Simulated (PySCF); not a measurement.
Atom-mapped SMILES (the numbers label the heavy atoms): `[CH2:1]=[C:2]([CH3:3])[C@@H:4]1[CH2:5][C@@H:6]([C:7]#[N:8])[O:9]1`; H(Xn) means a hydrogen on atom n. Ha(C5) is cis to C2 on the ring; Ha(C1) is cis to C3; Hb(C5) is trans to C2 on the ring; Hb(C1) is trans to C3.

Geometry: GFN2-xTB; GIAO shifts from PySCF 2.14.0 with density-fitted response routines, gas phase, non-relativistic, averaged over equivalent atoms.

At PW91/6-31G (99 basis functions, 28 s wall time on 1 thread of an Arm Neoverse V1, shared host):
```json
{"atoms": "C2", "δ (ppm)": "143.0"}
{"atoms": "C7", "δ (ppm)": "111.7"}
{"atoms": "C1", "δ (ppm)": "107.2"}
{"atoms": "C4", "δ (ppm)": "85.0"}
{"atoms": "C6", "δ (ppm)": "63.6"}
{"atoms": "C5", "δ (ppm)": "36.5"}
{"atoms": "C3", "δ (ppm)": "18.4"}
{"atoms": "N8", "δ (ppm)": "263.4"}
{"atoms": "O9", "δ (ppm)": "57.5"}
{"atoms": "H(C4)", "δ (ppm)": "5.73"}
{"atoms": "H(C6)", "δ (ppm)": "5.40"}
{"atoms": "Ha(C1)", "δ (ppm)": "5.18"}
{"atoms": "Hb(C1)", "δ (ppm)": "5.15"}
{"atoms": "Hb(C5)", "δ (ppm)": "3.23"}
{"atoms": "Ha(C5)", "δ (ppm)": "3.01"}
{"atoms": "H(C3)", "δ (ppm)": "2.27"}
```

δ = σ(ref) − σ, references computed at the same level: 13C (196.48 ppm) and 1H (32.95 ppm) against TMS; 15N (259.28 ppm) against NH3; 17O (315.88 ppm) vs H2O.

What do these become at B97-D/ANO-RCC-VDZP?

Results:


```json
{"atoms": "C2", "δ at B97-D/ANO-RCC-VDZP": "149.1", "change": "+6.1"}
{"atoms": "C7", "δ at B97-D/ANO-RCC-VDZP": "111.1", "change": "-0.6"}
{"atoms": "C1", "δ at B97-D/ANO-RCC-VDZP": "104.2", "change": "-3.0"}
{"atoms": "C4", "δ at B97-D/ANO-RCC-VDZP": "86.3", "change": "+1.3"}
{"atoms": "C6", "δ at B97-D/ANO-RCC-VDZP": "63.4", "change": "-0.2"}
{"atoms": "C5", "δ at B97-D/ANO-RCC-VDZP": "35.5", "change": "-1.0"}
{"atoms": "C3", "δ at B97-D/ANO-RCC-VDZP": "16.4", "change": "-2.0"}
{"atoms": "N8", "δ at B97-D/ANO-RCC-VDZP": "281.2", "change": "+17.8"}
{"atoms": "O9", "δ at B97-D/ANO-RCC-VDZP": "69.0", "change": "+11.5"}
{"atoms": "H(C4)", "δ at B97-D/ANO-RCC-VDZP": "5.61", "change": "-0.12"}
{"atoms": "H(C6)", "δ at B97-D/ANO-RCC-VDZP": "5.35", "change": "-0.05"}
{"atoms": "Ha(C1)", "δ at B97-D/ANO-RCC-VDZP": "5.12", "change": "-0.06"}
{"atoms": "Hb(C1)", "δ at B97-D/ANO-RCC-VDZP": "5.04", "change": "-0.11"}
{"atoms": "Hb(C5)", "δ at B97-D/ANO-RCC-VDZP": "3.09", "change": "-0.14"}
{"atoms": "Ha(C5)", "δ at B97-D/ANO-RCC-VDZP": "2.85", "change": "-0.16"}
{"atoms": "H(C3)", "δ at B97-D/ANO-RCC-VDZP": "2.17", "change": "-0.10"}
```

Referencing at the same level of theory: 13C (σref 185.35) and 1H (σref 31.91) vs TMS; 15N (σref 271.06) vs NH3; 17O (σref 329.58) against H2O.

The largest change is at N8 (nitrile nitrogen). Cost: 171 basis functions, 2.6 min wall time on 1 thread of an Arm Neoverse V1, shared host. The order of the carbon signals is the same at both levels.

Experimental scales use liquid or dissolved standards, which lie at an offset from isolated NH3 (liquid NH3: subtract about 20 ppm) and H2O (liquid H2O: subtract about 36 ppm). Unscaled 15N shifts of sp2 nitrogen often come out too high even then, by a few to some tens of ppm.
